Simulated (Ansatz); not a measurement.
```xyz
8

O    -0.225    1.918    2.708
In   -0.020    0.091    1.918
O    -0.009    0.130   -0.088
Si    0.107   -0.923   -1.326
H    -0.292    2.561    1.993
H    -1.142   -1.721   -1.491
H     0.354   -0.167   -2.584
H     1.228   -1.889   -1.130
```

Total charge 0; spin multiplicity 2. In takes the def2 core potential.

(1) List the PBE/def2-TZVPP orbital energies in eV (Ansatz). (Estimate.)

Answers

(1) Computed: α occupied: -1779.68, -510.10, -510.03, -137.35, -122.21, -94.11, -94.07, -94.07, -79.93, -79.77, -79.66, -24.20, -23.85, -19.10, -19.10, -19.02, -18.93, -18.84, -12.92, -11.46, -10.37, -9.02, -8.91, -8.14, -7.38, -7.24, -6.91, -5.82. α empty: -2.16, -0.93, -0.73, 0.65, 1.10, 1.18, 1.19, 1.70. β occupied: -1779.68, -509.99, -509.92, -137.35, -122.18, -94.11, -94.07, -94.07, -79.88, -79.72, -79.64, -23.96, -23.62, -18.97, -18.97, -18.93, -18.82, -18.70, -12.85, -11.24, -10.19, -8.89, -8.87, -7.84, -7.16, -7.15, -6.84. β empty: -4.93, -1.68, -0.66, -0.46, 0.89, 1.15, 1.20, 1.28. ⟨S²⟩ = 0.752.
